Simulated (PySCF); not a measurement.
A PySCF script (with the pyscf-properties extension) for the NMR shieldings of SMILES CCC(=O)N(C)BNC, C5H13BN2O, on a GFN2-xTB geometry:

```python
import basis_set_exchange as bse
import numpy as np
from pyscf import gto, dft
from pyscf.prop import nmr

atoms = """
C    -3.372856   -1.061016   -0.045414
C    -1.866237   -0.919488    0.137852
C    -1.366395    0.385768   -0.457072
O    -2.127589    1.160732   -1.002450
N    -0.020373    0.647340   -0.345219
C     0.405240    1.918775   -0.916885
B     0.970717   -0.205204    0.266489
N     2.296760    0.199756    0.318419
C     3.402575   -0.533256    0.887584
H    -3.721631   -1.994473    0.390170
H    -3.626611   -1.047129   -1.102090
H    -3.888787   -0.232300    0.432148
H    -1.613199   -0.939477    1.198685
H    -1.349360   -1.747349   -0.349228
H     0.835490    2.559573   -0.145442
H    -0.468887    2.413209   -1.339711
H     1.138447    1.756013   -1.708440
H     0.694273   -1.242475    0.724955
H     2.589667    1.087220   -0.061468
H     4.168918   -0.733130    0.132838
H     3.865128    0.028622    1.704608
H     3.044301   -1.482323    1.278823
"""
names = dict.fromkeys(["C", "O", "N", "B", "H"], "pcSseg-1")
basis = {el: gto.basis.parse(bse.get_basis(n, elements=[el], fmt="nwchem")) for el, n in names.items()}
mol = gto.M(atom=atoms, basis=basis, charge=0, verbose=0)
mf = dft.RKS(mol, xc="PBE0")
mf.grids.level = 2
mf.grids.alignment = dft.numint.BLKSIZE   # the property module wants whole blocks of grid points
mf.conv_tol = 1e-9
mf.kernel()

calc = nmr.RKS(mf)   # GIAO
C = mf.mo_coeff
Co = C[:, mf.mo_occ > 0]
resp = mf.gen_response(singlet=True, hermi=2)
def vind(x):   # induced exchange potential for any number of trial vectors
    d = np.einsum("pi,xij,qj->xpq", C, 2 * x.reshape(-1, C.shape[1], Co.shape[1]), Co, optimize=True)
    return np.einsum("xpq,pi,qj->xij", resp(d - d.transpose(0, 2, 1)), C, Co, optimize=True).ravel()
mo1, _ = nmr.rhf.solve_mo1(calc, with_cphf=vind)
sigma = calc.kernel(mo1)
for i, s in enumerate(sigma):   # ppm
    w = np.linalg.eigvalsh((s + s.T) / 2)
    print("%2d %-2s iso %8.1f  s11 %8.1f  s22 %8.1f  s33 %8.1f" % (i, mol.atom_pure_symbol(i), w.mean(), *w))
```

Question: Give the expected output.

Answer: 
```
 0 C  iso    175.4  s11    169.0  s22    174.3  s33    182.8
 1 C  iso    154.7  s11    144.0  s22    150.7  s33    169.4
 2 C  iso      6.1  s11    -84.6  s22     12.5  s33     90.4
 3 O  iso   -124.0  s11   -505.5  s22   -223.0  s33    356.4
 4 N  iso    111.1  s11     14.3  s22    133.6  s33    185.4
 5 C  iso    159.6  s11    134.2  s22    159.6  s33    184.9
 6 B  iso     75.1  s11     47.4  s22     73.6  s33    104.3
 7 N  iso    167.9  s11     97.2  s22    192.5  s33    213.9
 8 C  iso    150.4  s11    129.2  s22    135.4  s33    186.6
 9 H  iso     30.8  s11     26.0  s22     28.6  s33     37.9
10 H  iso     30.3  s11     26.0  s22     28.4  s33     36.5
11 H  iso     30.3  s11     26.1  s22     28.5  s33     36.5
12 H  iso     29.3  s11     23.7  s22     30.7  s33     33.5
13 H  iso     29.3  s11     23.7  s22     30.6  s33     33.5
14 H  iso     29.6  s11     25.3  s22     27.7  s33     35.9
15 H  iso     26.4  s11     20.3  s22     28.0  s33     31.0
16 H  iso     29.6  s11     25.4  s22     27.7  s33     35.8
17 H  iso     26.9  s11     23.8  s22     25.7  s33     31.4
18 H  iso     28.6  s11     20.0  s22     31.6  s33     34.1
19 H  iso     28.6  s11     23.7  s22     26.6  s33     35.4
20 H  iso     28.6  s11     23.7  s22     26.6  s33     35.4
21 H  iso     28.6  s11     24.8  s22     27.8  s33     33.2
```

These numbers come from an equivalent density-fitted implementation of the same equations, which agrees with the script to about 0.01 ppm for H and up to a few tenths of a ppm for heavy atoms, so last digits may differ.

Size and cost of the density-fitted run: 218 basis functions, 57 s wall time on 1 thread of an Arm Neoverse V1, shared host; peak memory 0.86 GiB.
